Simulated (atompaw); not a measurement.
# B (Z = 5) PAW (atompaw): all-electron and pseudo phase curves

B, PAW, made with atompaw 4.2.0.5 (PBE, non-relativistic). Core [He], reference 2s1.75 2p1.25. Waves: 2s (bound); 2s channel at 1.2 Ry; 2p (bound); 2p channel at 1.85 Ry. Local part: ultrasoft scheme with l = 2 at 0 Ry, radius 1.80 bohr. Core correction: smooth core density matched at 1.75 bohr. Augmentation charge: sinc compensation charge, radius 2.45 bohr; PAW radius 2.50 bohr; waves and projectors: bloechl.

The phase is arctan(r·u′/u) with u = r·R(r), unwrapped; energies in Ry, scanned from -3 to 5 Ry. A pole is an energy at which the radial function vanishes at the test radius. The pseudo phase is shifted by a multiple of π to meet the all-electron one at the reference energy, and phase errors are pseudo minus all-electron; the curves can meet again beyond the range given. Levels narrower than the energy grid can be missing from the lists of poles.

```
channel  radius (bohr)  reference energy (Ry)  poles, all-electron  poles, pseudo  unbroken range about the reference energy with phases within 0.05 rad  phase error 1 Ry above the reference energy (rad)
      s           2.50                  -0.70                 0.01           0.01                                                        the whole range                                             -0.000
      p           2.50                  -0.27                 0.43           0.43                                                        the whole range                                             +0.000
```

Phases in the s channel:

| E (Ry) | all-electron | pseudo |
| --- | --- | --- |
| -3.00 | 1.296 | 1.296 |
| -2.76 | 1.278 | 1.278 |
| -2.52 | 1.255 | 1.254 |
| -2.28 | 1.225 | 1.225 |
| -2.04 | 1.184 | 1.184 |
| -1.80 | 1.125 | 1.125 |
| -1.56 | 1.030 | 1.030 |
| -1.32 | 0.850 | 0.850 |
| -1.08 | 0.423 | 0.423 |
| -0.84 | -0.485 | -0.485 |
| -0.60 | -1.132 | -1.132 |
| -0.36 | -1.392 | -1.392 |
| -0.12 | -1.522 | -1.522 |
| 0.12 | -1.602 | -1.603 |
| 0.36 | -1.662 | -1.662 |
| 0.60 | -1.712 | -1.712 |
| 0.84 | -1.758 | -1.758 |
| 1.08 | -1.806 | -1.806 |
| 1.32 | -1.861 | -1.861 |
| 1.56 | -1.927 | -1.927 |
| 1.80 | -2.016 | -2.017 |
| 2.04 | -2.145 | -2.147 |
| 2.28 | -2.350 | -2.356 |
| 2.52 | -2.697 | -2.715 |
| 2.76 | -3.218 | -3.253 |
| 3.00 | -3.724 | -3.762 |
| 3.24 | -4.052 | -4.083 |
| 3.48 | -4.244 | -4.270 |
| 3.72 | -4.364 | -4.386 |
| 3.96 | -4.444 | -4.465 |
| 4.20 | -4.502 | -4.522 |
| 4.44 | -4.545 | -4.566 |
| 4.68 | -4.580 | -4.601 |
| 4.92 | -4.608 | -4.631 |
